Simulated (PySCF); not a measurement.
C3H4FNSSi, SMILES n1c(c(sc1)F)[SiH3].

The structure is a stationary point at ωB97X-D3(BJ)/def2-SVP. The structure was generated by enumeration, and PubChem lists no compound with its InChIKey, so it may never have been made.

The numbers are results of TDA-B3LYP/def2-SVPD run with PySCF 2.14.0, not measurements.

Vertical excitations. Isolated molecule, no solvent. State labels are in the subgroup Cs.

Q: Estimate the UV-visible absorptions. (Estimate from the structure and the level; the computed values follow.)

A: 
```tsv
state	symmetry	energy (eV)	λ (nm)	f	main pairs
S1	A"	5.30	234	0.000	HOMO−1→LUMO 98 %
S2	A"	5.55	223	0.000	HOMO→LUMO+1 98 %
S3	A'	5.69	218	0.065	HOMO→LUMO 77 %
S4	A'	6.21	200	0.018	HOMO−2→LUMO 47 %, HOMO−1→LUMO+1 31 %, HOMO→LUMO 11 %
S5	A'	6.41	193	0.034	HOMO→LUMO+2 51 %, HOMO−1→LUMO+1 39 %
S6	A"	6.41	193	0.001	HOMO−2→LUMO+1 92 %
S7	A"	6.51	190	0.005	HOMO→LUMO+3 49 %, HOMO−1→LUMO+2 48 %
S8	A"	6.53	190	0.000	HOMO→LUMO+3 50 %, HOMO−1→LUMO+2 44 %
S9	A'	7.08	175	0.441	HOMO−2→LUMO+2 24 %, HOMO→LUMO+2 23 %, HOMO−2→LUMO 21 %, HOMO−1→LUMO+1 13 %
S10	A"	7.15	173	0.000	HOMO→LUMO+4 59 %, HOMO−4→LUMO 36 %
T1	A'	3.80	326	0	HOMO→LUMO 94 %
T2	A"	4.74	262	0	HOMO−1→LUMO 87 %
T3	A'	4.98	249	0	HOMO−2→LUMO 63 %, HOMO→LUMO+2 30 %
T4	A'	5.17	240	0	HOMO→LUMO+2 61 %, HOMO−2→LUMO 31 %
```
Triplets are in the Tamm–Dancoff approximation.
